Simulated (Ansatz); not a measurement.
CH₆BFOSSi (`FCOB[SiH2]S`) at its PBE0-D4/def2-TZVP geometry, where that method's forces vanish. Total charge 0; spin multiplicity 1.

```xyz
12

F    -1.9304   -2.2428   -0.6173
C    -0.9881   -2.1247    0.3570
O    -0.7643   -0.7714    0.6011
B     0.3175   -0.1345    0.1029
Si    0.5181    1.8600    0.3537
S     0.5235    2.7341   -1.6130
H    -0.0721   -2.6150    0.0115
H    -1.3814   -2.5765    1.2700
H     1.1297   -0.7775   -0.5157
H     1.7706    2.1956    1.0897
H    -0.6256    2.5111    1.0420
H     1.5024    1.9416   -2.0820
```

(1) What forces (eV/Å) does ωB97M-V/def2-TZVPP give on these atoms in the Gaussian-basis code of Ansatz? (Best estimate.)

Results:

(1) Computed: 
```
F1  -0.157 -0.002 -0.175
C2   0.178 -0.310  0.212
O3  -0.058  0.153  0.076
B4   0.198  0.076 -0.099
Si5  0.008  0.036  0.149
S6   0.068 -0.029 -0.049
H7  -0.095  0.050  0.038
H8   0.045  0.044 -0.099
H9  -0.100  0.059  0.067
H10 -0.147 -0.040 -0.087
H11  0.125 -0.082 -0.072
H12 -0.065  0.047  0.038
```
